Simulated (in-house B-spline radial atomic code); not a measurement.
Results of a calculation; reference values are marked as such.
## Pd in an electron gas of r_s = 4: phase shifts, screening and friction

A nucleus sits in a uniform electron gas with a rigid positive background. The Kohn-Sham equations are solved self-consistently in the spin-unpolarised LDA (PW92), non-relativistic, on B-splines with outgoing waves at the boundary and partial waves to l = 8. The model has no lattice, no bands and no magnetic solution. Atomic units; δ_l are the phase shifts at the Fermi level, counted so that each bound state adds π, and good to about 0.0005.

The density parameter is r_s = 4 bohr.

```csv
l,δ_l (rad)
0,13.0344
1,9.4763
2,6.1653
3,-0.0058
4,0.0007
5,0.0000
6,0.0000
7,0.0000
8,0.0000
```

Bound levels below the band bottom (hartree): s -21.87, p -18.39, d -11.94, s -2.698, p -1.622 and deeper ones.

Check the Friedel sum rule, and say where the screening charge sits.

k_F = (9π/4)^(1/3)/r_s = 0.47979. The rule is Z = (2/π) Σ (2l + 1) δ_l. The terms are s 8.298, p 18.098, d 19.625, f -0.026 and 0.004 beyond, in all 45.999 against Z = 46. Bound states hold 8 s, 18 p, 10 d electrons, so the scattering states carry 10.00 in all.

Find the transport cross section and the electronic stopping of a 5 keV Pd ion (mass 106.42 u).

σ_tr = (4π/k_F²) Σ (l + 1) sin²(δ_l − δ_(l+1)). The terms for l = 0 to 3 are 0.1637, 0.0569, 0.0375, 0.0002, all together 0.2582, so σ_tr = 54.589 × 0.2582 = 14.097 bohr². With n = 3/(4π r_s³) = 0.00373, the friction coefficient is Q = n k_F σ_tr = 0.0252. For v well below v_F = 0.480, dE/dx = Q v; with 24801 eV per u at v = 1, v = √(5000/(24801 × 106.42)) = 0.0435, so dE/dx = 0.00110 hartree/bohr = 0.565 eV/nm. The largest term couples the s and p waves.
